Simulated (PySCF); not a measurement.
One of the candidates below gave these computed data.

All candidates are C5H6O3.

| technique | computed result |
| --- | --- |
| 13C NMR | chemical shifts (computed TMS as zero) by class: 162.5 (1 C), 151.8 (1 C), 117.8 (1 C), 80.7 (1 C), 77.7 (1 C) ppm [GIAO PBE0/pcSseg-1] |
| Polarisability | 67.7 au [PBE0/def2-SVPD] |
| UV, first state | lowest singlet excitation: 5.31 eV (234 nm, f = 0.082) [TDDFT PBE0/def2-SVPD] |
| Dipole | 1.04 D [PBE0/def2-SVPD] |
| Rotational structure | rotational constants A, B, C: 5.489, 1.397, 1.130 GHz [GFN2-xTB] |
| UV, strongest line | among the 6 lowest singlet transitions: S6 at 6.95 eV (178 nm, f = 0.107) [TDDFT PBE0/def2-SVPD] |
| NMR, other nuclei | isotropic shieldings of nuclei other than C and H, by class: -127 (1 O), 98 (1 O), 326 (1 O) ppm [GIAO PBE0/pcSseg-1] |
| Triplet | lowest triplet excitation (Tamm–Dancoff): 4.10 eV [TDA PBE0/def2-SVPD] |

The electronic properties come from PySCF, for the isolated species, density fitting. Levels stand in brackets. The structure is a single GFN2-xTB conformer in the gas phase; no vibrational or solvent corrections. Each NMR value is the plain mean over a class of atoms that symmetry, rotation or inversion makes alike.

Question: Which candidate is it?
A. `C=C[C@H]1OCOC1=O`
B. `O=COC1=CCOC1`
C. `O=C[C@@H]1CC(=O)CO1`

Answer: B. It is `O=COC1=CCOC1`. Numbering: `[O:1]=[CH:2][O:3][C:4]1=[CH:5][CH2:6][O:7][CH2:8]1`. Its formula, C5H6O3, gives 3 degrees of unsaturation: 1 ring and 2 π bonds in the structure found. 5 carbons fall into 5 classes; from least to most shielded: ester carbonyl carbon [C2] (162.5 ppm), vinylic carbon bearing oxygen [C4] (151.8 ppm), alkene CH carbon [C5] (117.8 ppm), ring sp3 carbon bound to oxygen [C6] (80.7 ppm), ring sp3 carbon bound to oxygen [C8] (77.7 ppm). The other shieldings belong to: -127 ppm, ester carbonyl oxygen [O1]; 98 ppm, ester single-bonded oxygen [O3]; 326 ppm, cyclic ether oxygen [O7]. S1 is mainly HOMO→LUMO (weight 0.98); the largest Löwdin shares of the orbital it empties are 0.20 on the cyclic ether oxygen, 0.17 on the alkene CH carbon, 0.16 on the vinylic carbon bearing oxygen and 0.10 on an sp3 carbon bound to oxygen, of the orbital it fills 0.31 on the ester carbonyl carbon, 0.26 on the ester carbonyl oxygen, 0.12 on the ester single-bonded oxygen and 0.12 on the alkene CH carbon. The optimised geometry has point group Cs and is an asymmetric top.

The others, at the same levels:
- `O=C[C@@H]1CC(=O)CO1` fails: its computed 13C shifts are 218.4 (1 C), 214.4 (1 C), 87.1 (1 C), 74.6 (1 C), 37.8 (1 C) ppm, rotational constant A is 3.682 GHz (against 5.489 GHz) and smallest rotational constant is 1.338 GHz (against 1.130 GHz).
- `C=C[C@H]1OCOC1=O` fails: its computed 13C shifts are 175.2 (1 C), 139.9 (1 C), 127.0 (1 C), 98.7 (1 C), 80.4 (1 C) ppm, rotational constant A is 3.323 GHz (against 5.489 GHz) and smallest rotational constant is 1.389 GHz (against 1.130 GHz).

Each candidate is one conformer, not necessarily the lowest. Dipoles, sizes and rotational constants follow the conformer. The torsions of the flexible species, by atom-mapped SMILES:
- `[O:1]=[CH:2][O:3][C:4]1=[CH:5][CH2:6][O:7][CH2:8]1`: O1–C2–O3–C4 0°, C2–O3–C4–C5 1°
- `[CH2:1]=[CH:2][C@H:3]1[O:4][CH2:5][O:6][C:7]1=[O:8]`: C1–C2–C3–O4 150°

The conformers of `O=C[C@@H]1CC(=O)CO1` aren't listed.
